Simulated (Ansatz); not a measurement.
The first iterations of a band of ClH3Sn + FH (7 atoms, charge 0, multiplicity 1).

These are results of RKS PBE0-D4/def2-SVP (Ansatz 0.2.0), not measurements.

```
movable images  : 7
climbing image  : yes
spring          : 5.0 eV/Å²
optimiser       : lbfgs
start path      : through a guess of the saddle point
force threshold : 0.05 eV/Å
iteration limit : 52
end points      : relaxed
```

First end point:

```xyz
7
Properties=species:S:1:pos:R:3
Sn 0.179 0.000 -0.108
Cl 0.131 0.000 2.290
H 1.856 0.000 -0.442
H -0.578 1.442 -0.596
H -0.578 -1.442 -0.596
F -2.605 0.000 1.166
H -1.978 0.000 1.859
```

Last end point:

```xyz
7
Properties=species:S:1:pos:R:3
Sn -0.337 0.000 -0.542
Cl -0.218 0.000 3.374
H 1.111 0.000 0.350
H -0.642 1.433 -1.413
H -0.642 -1.433 -1.413
F -1.762 0.000 0.828
H -1.083 0.000 2.390
```

| iteration | highest image above the first end (eV) | largest band force component (eV/Å) |
| --- | --- | --- |
| 1 | 2.073 | 4.518 |
| 2 | 1.637 | 4.199 |
| 3 | 1.141 | 5.905 |
| 4 | 1.105 | 2.761 |
| 5 | 1.087 | 1.600 |
| 6 | 1.012 | 3.279 |
| 7 | 0.997 | 1.635 |
| 8 | 0.987 | 1.019 |
| 9 | 0.919 | 2.643 |
| 10 | 0.913 | 1.376 |
| 11 | 0.910 | 0.786 |
| 12 | 0.893 | 1.592 |

**Question.** Does the band converge within its limit, and where does its top end?

**Answer.** It converged. It ended after 36 iterations with the highest image 0.851 eV above the first end. Another band between the same ends (7 images) ends at a top of the same energy, where a vibrational analysis finds 2 clearly imaginary modes. The orbitals stay closed-shell, which can raise the energy where a bond breaks towards radicals; this wasn't checked here.

The run took 12 min on 1 thread of Arm Neoverse V2, on a shared host, peak memory 0.17 GiB.
